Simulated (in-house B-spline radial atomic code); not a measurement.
The numbers below are computed, except where a source is named.
**Building a PAW p channel for Zr, r_c = 1.23 bohr**

Zr, [Kr] 4d2 5s2, non-relativistic PBE, spherical and spin-unpolarised, from an all-electron radial atomic-structure program (B-spline basis) (atomic units; all potentials screened as in the neutral atom).

Two all-electron partial waves φ1, φ2 are integrated outwards at E1 = ε(4p) = -1.18492 and E2 = E1 + 1.5 hartree; φ1 is the bound orbital and φ2 has unit norm inside r_c = 1.227 bohr. Smooth partners are polynomials, r^2(a0 + a1 r² + a2 r⁴ + a3 r⁶), matched to φ and three derivatives at r_c, with no condition on the norm. The local potential is -19.0118 + (26.4172) r² + (-16.4935) r⁴ + (3.93453) r⁶ inside 1.0046 bohr and the all-electron one outside.

```tsv
wave	φ(r_c)	φ'(r_c)	a0	a1	a2	a3
1	0.9622352	-0.1166477	1.580679	-0.7382845	0.03752766	0.02488005
2	1.136101	-2.12434	3.421412	-2.505935	0.514152	-0.01741795
```

Inside r_c the overlaps are <φi φj> = [[0.41282, 0.63720], [0.63720, 1.00000]] and, for the smooth waves, [[0.44362, 0.70735], [0.70735, 1.15225]]. With χj = (Ej − T − V_local) applied to smooth wave j, the program's quadrature gives the matrix B_ij = <smooth i, χj> as [[1.10099, 2.12412], [2.01889, 3.91674]].

Q: Check the match of the first wave, and find the augmentation charges q_ij.

A: At r_c the four terms are 2.37976, -1.67341, 0.12806, 0.12782, which sum to 0.9622, φ1(r_c) to rounding. q_ij is the all-electron overlap less the smooth one: [[-0.03079, -0.07015], [-0.07015, -0.15225]]. The smooth first wave has a norm of 0.4436 inside r_c against 0.4128, so q11 is negative and must stay small enough for the overlap operator to be positive.

Q: B isn't symmetric. Show that D_ij = B_ij + Ej q_ij is.

A: Integrating by parts gives B12 − B21 = (E1 − E2) q12: 2.12412 − (2.01889) = 0.10523, and −1.5 × (-0.07015) = 0.10523. So D12 = 2.12412 + (0.315080)(-0.07015) = 2.10202 and D21 = 2.01889 + (-1.18492)(-0.07015) = 2.10201; D11 = 1.13748, D22 = 3.86877. The projectors, p = (B⁻¹)ᵀ χ, are dual to the smooth waves; det B = 0.024, small beside B11 B22, as the two smooth waves look alike inside r_c.

Solving (T + V_local + Σ p D p) ψ = E (1 + Σ p q p) ψ in a sphere of 9 bohr gives these levels:

| all-electron | one projector | two projectors |
| --- | --- | --- |
| -1.184920 | -1.184920 | -1.184920 |
| -0.043599 | -0.044726 | -0.043600 |
| 0.214456 | 0.212088 | 0.214456 |
| 0.628221 | 0.621506 | 0.628218 |
| 1.195620 | 1.178530 | 1.195570 |

Q: What does the second projector gain?

A: With one projector the errors are 0.00, -1.13, -2.37, -6.72, -17.09 millihartree. With two the errors are 0.00, 0.00, 0.00, 0.00, -0.05 millihartree. The scattering is exact at E1 and at E2 = 0.315, and over all levels compared the largest error is 0.05 millihartree. The lowest eigenvalue of the overlap operator is 0.844 with one and 0.3999 with two projectors. The smooth orbital alone needs a cutoff of 19 hartree for 1 millihartree of kinetic energy, against 25.9 for a norm-conserving Troullier-Martins orbital of the same radius; part of the gain comes from giving up the norm, part from the simpler form.
